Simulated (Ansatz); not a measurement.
Isolated molecules relaxed with PBE0-D4/def2-TZVP in Ansatz; ΔE leaves out vibrations. CCSD(T)/CBS is the MP2 limit (def2-TZVPP, def2-QZVPP) plus CCSD(T) − MP2 in def2-TZVPP, frozen cores. DFT in def2-TZVPP. Elements past krypton have def2 core potentials. For Zr outer-core shells are correlated without core-valence functions, which leaves a few kJ/mol of doubt a bond. Each species was taken in one conformer, which may not be the lowest.

`[OH][Zr]([OH])([OH])[Cl]` + `CN[SiH](C)S` → `C[NH][Zr]([OH])([OH])[OH]` + `C[SiH](S)Cl`  (redistribution)

```csv
level,ΔE (eV)
LDA (SPW92),0.68
r2SCAN0-D4,0.74
revPBE,0.57
SCS-MP2/def2-QZVPP,0.69
```

(1) What does CCSD(T)/CBS give? (Best estimate.)

Largest T1 diagnostic among the species: 0.016.

## Answers

(1) Ansatz gave: +0.68 eV. The listed levels differ from it by 0.00, 0.06, -0.11, 0.01 eV.

From r2SCAN to r2SCAN0 (25 % exact exchange), in def2-TZVPP and without D4, ΔE moves by +0.04 eV. Leaving LDA and LC-ωPBE aside and taking each functional with its dispersion term where it has one, the values, not all of them listed here, spread over 0.17 eV, from revPBE-D4 to BHLYP-D4. LDA lies +0.08 eV from PBE without D4. In def2-TZVPP, CCSD(T) changes the Hartree–Fock value by −0.17 eV (the triples alone add −0.02 eV) and MP2 by −0.18 eV.
